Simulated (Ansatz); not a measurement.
**Energy profile**

The step: Si₂H₄Cl₂O ([OH][Si]([SiH3])([Cl])[Cl]) + H₂O + H₂O → SiH₂Cl₂O₂ ([OH][Si]([OH])([Cl])[Cl]) + SiH₄ + H₂O; bonds formed: Si1–O7, Si2–H8, H6–O9; bonds broken: Si1–Si2, H6–O7, H8–O9 (atoms numbered as in the saddle structure below).

Si1  (-0.851, 0.662, -0.475)
Si2  (0.814, -1.267, -0.898)
Cl3  (-1.818, -0.550, -1.965)
Cl4  (-2.566, 0.853, 0.703)
O5  (-0.520, 1.869, -1.538)
H6  (0.231, 0.151, 1.833)
O7  (0.190, 1.293, 0.833)
H8  (0.025, -0.919, 0.720)
O9  (0.108, -0.861, 1.974)
H10  (2.075, -1.461, -0.105)
H11  (0.254, -2.601, -1.202)
H12  (1.201, -0.501, -2.106)
H13  (0.116, 2.507, -1.209)
H14  (-0.220, 2.071, 1.228)
H15  (0.963, -1.246, 2.207)
(Å)

Electronic energies by CCSD(T) at an estimated basis limit (MP2 extrapolated from triple and quadruple zeta, plus CCSD(T) − MP2 in triple zeta), on PBE0-D4/def2-TZVP structures; Si$_{2}$H$_{8}$Cl$_{2}$O$_{3}$, closed shell; no counterpoise correction. Ansatz 0.2.0; basis: def2-TZVPP and def2-QZVPP; cores frozen in the correlated methods. Extrapolation: Hartree–Fock as exp(−7.88 √X), correlation as X^−2.97.

(1) Give the profile in kJ/mol, counted from the separated reactants. (An estimate is asked for; the value comes from the calculation.)

The T1 diagnostic stays at or below 0.012.

## Answers

(1) By the calculation:
| point | kJ/mol |
| --- | --- |
| separated: Si$_{2}$H$_{4}$Cl$_{2}$O (linked as [OH][Si]([SiH3])([Cl])[Cl]; Si1, Si2, Cl3, Cl4, O5, H10, H11, H12, H13; singlet) + H$_{2}$O (H6, O7, H14; singlet) + H$_{2}$O (H8, O9, H15; singlet) | 0.0 |
| start structure | -69.6 |
| saddle | 167.9 |
| end structure | -153.3 |
| separated: SiH$_{2}$Cl$_{2}$O$_{2}$ (linked as [OH][Si]([OH])([Cl])[Cl]; Si1, Cl3, Cl4, O5, O7, H13, H14; singlet) + SiH$_{4}$ (Si2, H8, H10, H11, H12; singlet) + H$_{2}$O (H6, O9, H15; singlet) | -108.3 |

For scale, one of the runs: CCSD(T)/def2-TZVPP, 373 basis functions, launched by `ansatz run in.yaml --threads 4 --pin off --events-out ev --progress --plain --max-ram 66560MiB --backend cuda --devices 0, --max-vram 37GiB`. Time: 25 s of wall clock on 4 CPU threads of an AMD EPYC 7R13 and a share of one NVIDIA H100; the host was shared. Peak host memory: 0.85 GiB.
